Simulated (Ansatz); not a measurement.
Reactions of `BBB[SeH]`.

Calculated with Ansatz (gas phase, PBE0-D4/def2-TZVP geometries, no zero-point term in ΔE). CCSD(T)/CBS adds triple-zeta CCSD(T) − MP2 to the extrapolated MP2 energy (def2 sets, frozen cores). This one scheme is used for every species. Functionals use def2-TZVPP. For Se outer-core shells are correlated without core-valence functions, which leaves a few kJ/mol of doubt a bond. Scalar relativity is left out up to krypton. Each species was taken in one conformer, which may not be the lowest.

| reaction | PBE0-D4 (kJ/mol) | CCSD(T)/def2-SVP (kJ/mol) | revPBE-D4 (kJ/mol) |
| --- | --- | --- | --- |
| `BBB[SeH]` + `C=N` → `C=NB[SeH]` + `BB` | -74 | -82 | -73 |
| `BBB[SeH]` + `[OH][AlH2]` → `BB[O][AlH2]` + `B[SeH]` | -99 | -135 | -91 |
| `BBB[SeH]` + HCl → `ClB[SeH]` + `BB` | -65 | -81 | -62 |
| `BBB[SeH]` + HCl → `BBCl` + `B[SeH]` | -71 | -93 | -67 |

Problem. Give the CCSD(T)/CBS values in the same order. (Estimate.)

Solution. Computed: -70, -111, -71, -80 kJ/mol.

Largest T1 diagnostic: 0.014, for `BBB[SeH]`.
